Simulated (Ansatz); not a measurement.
Species: C₃H₆Si, SMILES `[SiH3]C#CC` (charge 0, multiplicity 1), formula C$_{3}$H$_{6}$Si.

Task: How many basis functions does frozen-core CCSD(T)/cc-pVTZ // PBE-D3(BJ)/def2-TZVP (Ansatz, a first-principles code) use, how many core orbitals are frozen, and how many electrons are correlated?

Result: 208 basis functions and 8 frozen orbitals, which leaves 22 correlated electrons. Core time is of the order of minutes.
